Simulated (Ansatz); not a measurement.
## CH2GeN (SMILES N#[C][GeH2]): methods side by side

CH2GeN has 5 atoms, charge 0, and is taken as a doublet. As SMILES, `N#[C][GeH2]`. The shape was relaxed beforehand at wB97X-V/def2-SVP.

```xyz
5

N     1.5942   -1.0322    1.3038
C     0.8451   -0.5393    0.5671
Ge   -0.3174    0.2432   -0.7497
H    -1.6617   -0.4928   -0.6945
H    -0.4101    1.7478   -0.4680
```

Quantity: the dissociation energy of the C2–N1 bond into singlet CH2Ge and quartet N (shapes relaxed at wB97X-V/def2-SVP, no zero-point term), in eV. The values are calculated.

```csv
level,kind,program,value (eV),less CCSD(T)/def2-TZVPP
UHF/def2-TZVPP,Hartree–Fock,Ansatz,6.79,-1.85
UPBE/def2-TZVPP,GGA,Ansatz,9.39,+0.75
U-r2SCAN/def2-TZVPP,meta-GGA,Ansatz,9.06,+0.42
UB3LYP/def2-TZVPP,global hybrid,Ansatz,9.04,+0.40
U-wB97M-V/def2-TZVPP,range-separated hybrid,Ansatz,9.13,+0.49
UMP2/def2-TZVPP,perturbation theory,Ansatz,9.28,+0.64
UCCSD(T)/def2-TZVPP,coupled cluster or CI,Ansatz,8.64,0.00
```

Differences are taken from UCCSD(T)/def2-TZVPP for orientation; it has basis-set and higher-order errors of its own. All-electron rows without a relativistic Hamiltonian named are non-relativistic. The values span 6.79 to 9.39 eV. Hartree–Fock misses the correlation of the electron pair that is broken and comes out low. A fragment with an even electron count was run as a singlet and may have a lower triplet. Measured bond enthalpies also hold zero-point and thermal terms, a few tenths of an eV less. In the correlated wave-function rows the outer d shell of Ge is correlated, in sets not made for it.
